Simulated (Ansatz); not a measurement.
System: H₂S₂ (charge +1, doublet). 
Coordinates optimised at B3LYP-D3(BJ)/def2-TZVP (Ansatz, a first-principles code):
```xyz
4

S     -0.7941    -0.0207     0.6135
S      0.7941     0.0207    -0.6135
H     -1.6942     0.0045    -0.3999
H      1.6942    -0.0045     0.3999
```
Charge +1, spin multiplicity 2.

Parts of the frozen-core correlation energy in def2-QZVPP (Ansatz, hartree). Frozen orbitals: 10; correlated occupied orbitals by spin: 7 and 6; virtual: 183 and 184. UHF or UKS for open shells. Spin-orbit coupling is left out. No relativistic terms.

```tsv
term	value
reference (HF)	-795.97043
MP2 opposite-spin	[?]
MP2 same-spin	[?]
CCSD correlation	-0.39408
(T)	[?]
T1 diagnostic	0.016
largest doubles amplitude	0.052
<S^2> of the reference	0.784
```

Task: Complete the blanks.

Result: 
- MP2 opposite-spin, value: -0.28137
- MP2 same-spin, value: -0.07985
- (T), value: -0.02099
